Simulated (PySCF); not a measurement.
**Working out the ionisation energy of Ru⁺**

Ru⁺ [Kr] 4d7 (4F) → Ru²⁺ [Kr] 4d6 (5D). Computed with PySCF 2.14 in def2-TZVPPD with the def2 core potential (28 electrons) (6s4p3d2f1g, 56 functions), with scalar relativity through the core potential. Frozen: 4s2 4p6. Energies in hartree (1 hartree = 27.21139 eV):

```tsv
part	Ru⁺ (lower)	Ru²⁺ (upper)
UHF	-93.891858	-93.341646
CCSD correlation	-0.157369	-0.109952
(T)	-0.004636	-0.002078
```

Task: What does Hartree-Fock give?

Result: (-93.341646) − (-93.891858) = 0.550212 hartree = 14.972 eV.

Task: What do CCSD and CCSD(T) give?

Result: The CCSD correlation energies differ by 0.047417 hartree = 1.290 eV and the triples by 0.002558 hartree = 0.070 eV, so CCSD gives 16.262 eV and CCSD(T) 16.332 eV.

Reference: 16.76 ± 0.06 eV (semi-empirical (NIST evaluation); NIST Atomic Spectra Database, ionization energies), between the lowest levels; spin-orbit coupling is absent from the calculation.

What remains against the reference includes basis incompleteness, the frozen core and higher excitations.
